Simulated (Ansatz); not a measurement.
Relaxation of CH2FIO (6 atoms, charge 0, multiplicity 1), to a largest force component of 0.02 eV/Å in at most 50 steps.

Theory: RKS r2SCAN-D4/def2-SVP in Ansatz 0.2.0.

```xyz
6
Properties=species:S:1:pos:R:3:forces:R:3
O 0.590 0.976 0.009 0.02 0.20 -0.76
C -0.005 -0.254 0.277 1.45 -3.23 3.87
F 0.444 -1.061 -0.712 0.63 0.09 -1.00
I -1.996 -0.136 0.124 -3.64 0.37 -0.56
H 0.639 0.999 -0.987 0.99 2.00 -0.77
H 0.829 1.266 0.925 0.56 0.57 -0.79
```

Problem. Where does it end, and by what steps?

Solution. The run converged. After 15 steps the energy has fallen by 2.322 eV; H5 moved furthest, 0.89 Å. Parted: O1–C2.

```tsv
step	energy less start (eV)	largest force component (eV/Å)	accepted
0	0.0000	3.873	yes
1	-0.9450	2.088	yes
2	-1.4436	2.344	yes
3	-1.6489	3.406	yes
4	-1.9175	2.451	yes
5	-2.2018	1.080	yes
6	-2.2757	0.582	yes
7	-2.2974	0.231	yes
8	-2.3080	0.146	yes
9	-2.3158	0.055	yes
10	-2.3171	0.217	yes
11	-2.3205	0.091	yes
12	-2.3205	0.239	yes
13	-2.3205	0.217	yes
14	-2.3217	0.022	yes
15	-2.3219	0.017	yes
```

```xyz
6
Properties=species:S:1:pos:R:3
O 0.954 1.105 -0.235
C -0.012 -0.734 0.437
F 0.447 -1.470 -0.503
I -2.135 -0.098 -0.223
H 0.145 1.569 -0.511
H 1.103 1.418 0.671
```

Time of the run: 32 s on 2 threads of Arm Neoverse V2, with other jobs on the host, peak memory 0.16 GiB.
